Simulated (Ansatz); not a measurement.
Gas-phase electronic energies from Ansatz, PBE0-D4/def2-TZVP geometries. CCSD(T)/CBS is the MP2 limit (def2-TZVPP, def2-QZVPP) plus CCSD(T) − MP2 in def2-TZVPP, frozen cores. DFT in def2-TZVPP. B3LYP here is the variant with VWN-RPA as its local correlation; programs differ in this. Each species was taken in one conformer, which may not be the lowest.

Reaction (formal exchange of groups at the Al–C bond): `[CH3][Al]([CH3])[N]=C=O` + `CCC(C)=O` → `[CH3][AlH][N]=C=O` + `CCCC(C)=O`

`[CH3][Al]([CH3])[N]=C=O`:

```xyz
12

C    -1.822   -0.779    0.027
Al   -0.011   -0.079    0.034
C     1.593   -0.971    0.669
N     0.205    1.566   -0.621
C     0.349    2.668   -1.058
O     0.491    3.746   -1.487
H    -2.198   -0.865   -0.998
H    -2.504   -0.101    0.549
H    -1.900   -1.764    0.495
H     2.063   -0.395    1.473
H     1.399   -1.978    1.046
H     2.337   -1.047   -0.130
```

`CCC(C)=O`:

Z-matrix (Å, degrees):
```
C
C 1 1.513
H 1 1.092 2 110.8
H 1 1.091 2 110.9 3 120.5
H 1 1.091 2 110.9 3 -120.6
C 2 1.511 1 113.8 3 179.9
H 2 1.097 1 111.4 3 58.3
H 2 1.097 1 111.4 3 -58.3
O 6 1.206 2 122.0 1 -1.0
C 6 1.506 2 116.3 1 178.9
H 10 1.088 6 110.1 2 178.1
H 10 1.094 6 110.1 2 -60.9
H 10 1.094 6 110.4 2 56.7
```

`[CH3][AlH][N]=C=O`:

Cartesian coordinates in Å:
```
C -0.183 -1.648 -0.290
Al -0.524 0.231 -0.621
N 0.288 1.422 0.418
C 0.827 2.238 1.104
O 1.353 3.033 1.777
H -0.807 -2.302 -0.903
H 0.864 -1.891 -0.500
H -0.355 -1.899 0.761
H -1.464 0.817 -1.746
```

`CCCC(C)=O`:

Z-matrix (Å, degrees):
```
C
C 1 1.519
H 1 1.094 2 111.7
H 1 1.093 2 110.9 3 119.4
H 1 1.092 2 111.3 3 -120.4
C 2 1.528 1 112.8 3 -60.7
H 2 1.094 1 109.7 3 178.5
H 2 1.095 1 110.1 3 62.4
C 6 1.511 2 113.9 1 61.7
H 6 1.097 2 109.3 1 -178.1
H 6 1.092 2 110.8 1 -59.4
C 9 1.507 6 117.1 2 56.1
O 9 1.207 6 121.6 2 -123.9
H 12 1.088 9 109.7 6 167.7
H 12 1.094 9 109.6 6 -72.9
H 12 1.093 9 111.3 6 45.2
```

| level | ΔE (kJ/mol) | difference from CCSD(T)/CBS |
| --- | --- | --- |
| PBE-D4 | 54.6 | 3.4 |
| r2SCAN-D4 | 57.3 | 6.1 |
| PBE0-D4 | 53.2 | 2.0 |
| B3LYP-D4 | 52.9 | 1.7 |
| ωB97X-V | 49.0 | -2.2 |
| ωB97M-V | 52.9 | 1.7 |
| B2PLYP | 54.7 | 3.5 |
| PBE | 57.5 | 6.3 |
| r2SCAN | 58.1 | 6.9 |
| PBE0 | 55.7 | 4.5 |
| B3LYP | 57.4 | 6.2 |
| HF/def2-TZVPP | 48.0 | -3.2 |
| MP2/def2-TZVPP | 50.7 | -0.5 |
| SCS-MP2/def2-TZVPP | 47.9 | -3.3 |
| CCSD/def2-TZVPP | 49.5 | -1.7 |
| CCSD(T)/def2-TZVPP | 49.6 | -1.6 |
| HF/def2-QZVPP | 47.9 | -3.3 |
| MP2/def2-QZVPP | 51.6 | 0.4 |
| SCS-MP2/def2-QZVPP | 48.9 | -2.3 |
| HF/CBS(def2) | 47.9 | -3.3 |
| MP2/CBS(def2) | 52.3 | 1.1 |
| CCSD/CBS(def2) | 51.1 | -0.1 |
| CCSD(T)/CBS | 51.2 | 0 |

Largest T1 diagnostic among the species: 0.015.

The D4 term adds −4.5 kJ/mol with B3LYP and −2.5 kJ/mol with PBE0; it sums over pairs of atoms, weighted by their polarisabilities, and B3LYP, whose exchange is more repulsive, gets the larger term.
